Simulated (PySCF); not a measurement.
Two-component Hartree-Fock for Ge¹⁹⁺ (germanium, charge +19)

Start: [Ne] 3s2 3p1; 3p1/2 filled at m_j = +1/2. Calculated with PySCF 2.14 in an uncontracted even-tempered set (19 s from 2.1 bohr⁻², ratio 2.4; 13 p from 2.7 bohr⁻², ratio 2.4; 5 d from 10 bohr⁻², ratio 2.6; 4 f from 15 bohr⁻², ratio 2.6): generalised Hartree-Fock with the X2C-1e Hamiltonian and a Gaussian nucleus; one run each with spin-orbit coupling (SO) switched off, then screened by Boettger's factors.

```csv
spinor shell,electrons,"ε, spin-free (eV)","ε, screened SO (eV)",weight of nominal j (screened SO),"rms radius, screened SO (bohr)"
1s1/2,2,-11953.9,-11953.3,1.000,0.0541
2s1/2,2,-2197.8,-2197.4,1.000,0.223
2p1/2,2,-2012.8,-2036.6,1.000,0.197
3s1/2,2,-791.60,-791.43,0.999,0.561
3p1/2,1,-744.17,-748.87,1.000,0.549
```

Where does 2p3/2 lie, and what is the 2p spin-orbit splitting (screened SO)?

At -2000.8 eV, 35.783 eV above 2p1/2.

```
   quantity    spin-free  screened SO
E (hartree)  -1893.91711  -1894.16254
        M_J          1/2          1/2
       ⟨J²⟩        1.084        0.753
       ⟨L²⟩        2.008        2.008
       ⟨S²⟩        0.753        0.753
```

Each row is a mean over spinors that exchange with the open shell spreads, by up to 6.278 eV (2p1/2).

Without spin-orbit coupling the j labels of p, d and f shells carry no meaning; the spin-free column gives the mean over the occupied spinors of each nl shell, and its ⟨J²⟩ belongs to a mixture of degenerate components.
